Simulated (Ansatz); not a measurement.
Computed with Ansatz.

A structure relaxed at PBE0-D4/def2-TZVP, charge 0, multiplicity 1:

Cartesian coordinates in Å:
```
C 0.705 0.089 -0.652
S -1.012 0.641 -0.783
Ge -2.172 0.157 1.045
Cl -0.659 -0.839 2.300
H 0.907 -0.597 -1.473
H 1.353 0.960 -0.738
H 0.878 -0.410 0.300
```

Give its formula and SMILES.

CH3ClGeS, `C[S][Ge][Cl]`.

Point group (tolerance 0.08 Å, 0.16 Å for H)?

Cs.

Summarise the bond lengths by kind.

1 × C–S 1.808 Å; 3 × C–H 1.089 Å; 1 × Ge–S 2.219 Å; 1 × Cl–Ge 2.204 Å.
